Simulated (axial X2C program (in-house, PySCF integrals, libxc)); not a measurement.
# Bond lengths and stretching modes, held linear, of TiCN⁻

Computed with an axial X2C code built on PySCF integrals: two-component X2C with atomic mean-field Coulomb and Gaunt terms, Gaussian nuclei, basis Ti dyall-v3z, C dyall-v3z, N dyall-av3z with contracted cores. Spin-free rows use the one-electron spin-free X2C Hamiltonian.

Masses Ti 47.948, C 12.000, N 14.003 u. States: 2c Ω = 2 (beyond evenly filled blocks: ω = 1/2, ω = 3/2); spin-free M_S = 1, Λ = 3 (beyond evenly filled blocks: π+α, δ+α).

PBE0, spin-free: energies above the lowest point

```
r(Ti–C) (Å)  r(C–N) (Å)  E (meV)
     2.1275      1.1349    60.18
     2.1275      1.1640    11.01
     2.1275      1.1931    58.05
     2.1820      1.1349    47.42
     2.1820      1.1640     0.00
     2.1820      1.1931    48.94
     2.1820      1.2222   177.41
     2.2365      1.1349    57.36
     2.2365      1.1640    11.16
     2.2365      1.1931    61.43
     2.2911      1.1640    39.86
     2.2911      1.2222   221.92
```

**Question.** Fit a quadratic surface with cubic terms in each bond: where is the minimum, and what are the two stretching wavenumbers?

**Answer.** At PBE0, spin-free: bonds 2.180 and 1.163 Å; harmonic stretches 345.2 and 2205.2 cm⁻¹; force constants 1.2, 18.3 and coupling 0.14 mdyn/Å.

The other levels and Hamiltonians give:

| Hamiltonian | level | r(Ti–C) (Å) | r(C–N) (Å) | lower stretch (cm⁻¹) | upper stretch (cm⁻¹) |
| --- | --- | --- | --- | --- | --- |
| 2c | PBE0 | 2.180 | 1.163 | 345.0 | 2205.3 |
| 2c | HF | 2.340 | 1.140 | 274.2 | 2437.3 |
| spin-free | HF | 2.352 | 1.140 | 263.6 | 2440.3 |
| spin-free | PBE | 2.128 | 1.179 | 358.0 | 2073.8 |

Each state is one determinant, the lowest of a limited PBE0 search; the stretches come from a fit to these few points and carry an uncertainty of a few per cent. Other orders of the atoms were not compared. Left out for rough or failed fits: PBE 2c, MP2 2c, MP2 spin-free. The levels spread by more than a fifth, so the stretches depend strongly on the method. For an anion the highest level of a functional can be positive, and the basis then holds the extra electron. The molecule was held linear; bending was not examined, so a bent shape may lie lower. Open-shell Ω = 0 determinants with evenly filled partner blocks cannot be reached by this program, so the Ω shown need not be the lowest component. Note: functional without a current term on a determinant with orbital currents, of the molecule or an atom. Note: several unpaired electrons, one determinant need not be a pure state.
